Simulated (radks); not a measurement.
Problem. Species: neutral nitrogen. Configuration: [He] 2s2 2p3 (the NIST ground configuration). All-electron calculation, non-relativistic Kohn-Sham, r2SCAN, spin-polarised, spherical densities, point nucleus; open shells are filled with parallel spins first; meta-GGA in the generalised Kohn-Sham scheme. Program: a radial shooting solver on a logarithmic mesh with Libxc functionals. Some entries of the table are withheld. Estimate them.

orbital  occ.  eigenvalue (eV)  <r> (bohr)  <1/r> (bohr^-1)
1s up       1        -388.6247         (1)            6.628
1s down     1        -386.6919         (2)            6.654
2s up       1         -21.3551       1.299            1.119
2s down     1         -15.1951       1.383            1.046
2p up       3              (3)       1.414              (4)
2p down     0              (5)       1.632              (6)

Solution. 
(1) 1s up <r> (bohr): 0.2301
(2) 1s down <r> (bohr): 0.2286
(3) 2p up eigenvalue (eV): -8.8961
(4) 2p up <1/r> (bohr^-1): 0.9642
(5) 2p down eigenvalue (eV): -3.1505
(6) 2p down <1/r> (bohr^-1): 0.8591
